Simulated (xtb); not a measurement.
xtb input (GFN2-xTB):

```bash
xtb mol.xyz --gfn 2 --sp --chrg -1 --uhf 0
```
mol.xyz:
```
10

Si    -0.18112637    -0.46248699    -0.13047367
Cl    -0.01159679     1.26837380    -1.37355098
Cl     0.13147852     0.54679237     1.83546759
C     -1.59183906    -1.39650675    -0.49653888
C      1.47580295    -1.34746683    -0.25230503
H     -2.55420708    -0.91919642    -0.65312554
H     -1.65569428    -2.39359811    -0.06328737
H      1.65097005    -1.67271222    -1.27912417
H      1.45825694    -2.23019222     0.39296991
H      2.29467076    -0.70346636     0.06967976
```

End of the output:

```
         :::::::::::::::::::::::::::::::::::::::::::::::::::::
         ::                     SUMMARY                     ::
         :::::::::::::::::::::::::::::::::::::::::::::::::::::
         :: total energy             -17.903152226928 Eh    ::
         :: gradient norm              0.049514361954 Eh/a0 ::
         :: HOMO-LUMO gap              4.308474697992 eV    ::
         ::.................................................::
         :: SCC energy               -18.043320813177 Eh    ::
         :: -> isotropic ES            0.133605543627 Eh    ::
         :: -> anisotropic ES          0.005568621394 Eh    ::
         :: -> anisotropic XC         -0.004926760002 Eh    ::
         :: -> dispersion             -0.008733055571 Eh    ::
         :: repulsion energy           0.140168586249 Eh    ::
         :: add. restraining           0.000000000000 Eh    ::
         :: total charge              -1.000000000000 e     ::
         :::::::::::::::::::::::::::::::::::::::::::::::::::::

           -------------------------------------------------
          |                Property Printout                |
           -------------------------------------------------

    * Orbital Energies and Occupations

         #    Occupation            Energy/Eh            Energy/eV
      -------------------------------------------------------------
         1        2.0000           -0.8822897             -24.0083
       ...           ...                  ...                  ...
         4        2.0000           -0.4186046             -11.3908
         5        2.0000           -0.3481219              -9.4729
         6        2.0000           -0.3300773              -8.9819
         7        2.0000           -0.3277319              -8.9180
         8        2.0000           -0.2831693              -7.7054
         9        2.0000           -0.2721496              -7.4056
        10        2.0000           -0.2665284              -7.2526
        11        2.0000           -0.2637221              -7.1762
        12        2.0000           -0.2518155              -6.8522
        13        2.0000           -0.2491941              -6.7809
        14        2.0000           -0.2442841              -6.6473
        15        2.0000           -0.2317829              -6.3071
        16        2.0000           -0.1482828              -4.0350 (HOMO)
        17                          0.0100508               0.2735 (LUMO)
        18                          0.0197932               0.5386
        19                          0.0783314               2.1315
        20                          0.1152306               3.1356
        21                          0.1780979               4.8463
        22                          0.1890502               5.1443
        23                          0.2091764               5.6920
        24                          0.2094842               5.7004
        25                          0.2149690               5.8496
        26                          0.2207767               6.0076
        27                          0.2230361               6.0691
       ...                                ...                  ...
        40                          1.0055825              27.3633
      -------------------------------------------------------------
                  HL-Gap            0.1583335 Eh            4.3085 eV
             Fermi-level           -0.0691160 Eh           -1.8807 eV

     #   Z          covCN         q      C6AA      α(0)
     1  14 Si       3.342     0.509   113.180    21.287
     2  17 Cl       0.801    -0.457   114.070    16.338
     3  17 Cl       0.786    -0.502   115.655    16.451
     4   6 C        2.736    -0.311    36.699     9.918
     5   6 C        3.650    -0.161    23.994     7.036
     6   1 H        0.925    -0.017     3.363     2.868
     7   1 H        0.925    -0.028     3.590     2.963
     8   1 H        0.924    -0.015     3.330     2.854
     9   1 H        0.924    -0.024     3.515     2.932
    10   1 H        0.925     0.005     2.968     2.694

 Mol. C6AA /au·bohr⁶  :       2692.116995
 Mol. C8AA /au·bohr⁸  :     100453.527297
 Mol. α(0) /au        :         85.340619

Wiberg/Mayer (AO) data.
largest (>0.10) Wiberg bond orders for each atom

 ---------------------------------------------------------------------------
     #   Z sym  total        # sym  WBO       # sym  WBO       # sym  WBO
 ---------------------------------------------------------------------------
     1  14 Si   3.920 --     4 C    1.615     5 C    0.828     2 Cl   0.767
                             3 Cl   0.683
     2  17 Cl   0.890 --     1 Si   0.767
     3  17 Cl   0.839 --     1 Si   0.683
     4   6 C    3.731 --     1 Si   1.615     7 H    0.972     6 H    0.970
     5   6 C    3.970 --     9 H    1.010     8 H    1.006    10 H    0.997
                             1 Si   0.828
     6   1 H    1.000 --     4 C    0.970
     7   1 H    0.999 --     4 C    0.972
     8   1 H    1.000 --     5 C    1.006
     9   1 H    0.999 --     5 C    1.010
    10   1 H    1.000 --     5 C    0.997
 ---------------------------------------------------------------------------

Topologies differ in total number of bonds
Writing topology from bond orders to xtbtopo.mol

molecular dipole:
                 x           y           z       tot (Debye)
 q only:        0.274      -0.529      -0.268
   full:        0.781      -0.509      -0.079       2.379
molecular quadrupole (traceless):
                xx          xy          yy          xz          yz          zz
 q only:        3.414      -2.120       0.050      -1.684       0.147      -3.464
  q+dip:        6.483      -3.300       0.145      -2.489      -0.340      -6.628
   full:        5.526      -4.983       0.853      -2.966      -1.218      -6.379

           -------------------------------------------------
          | TOTAL ENERGY              -17.903152226928 Eh   |
          | GRADIENT NORM               0.049514361954 Eh/α |
Note: The following floating-point exceptions are signalling: IEEE_UNDERFLOW_FLAG IEEE_DENORMAL
normal termination of xtb
          | HOMO-LUMO GAP               4.308474697992 eV   |
           -------------------------------------------------

------------------------------------------------------------------------
------------------------------------------------------------------------
 total:
 SCF:
```

It need not be the lowest isomer of its formula. Whether it binds its extra electron was not tested at this geometry.
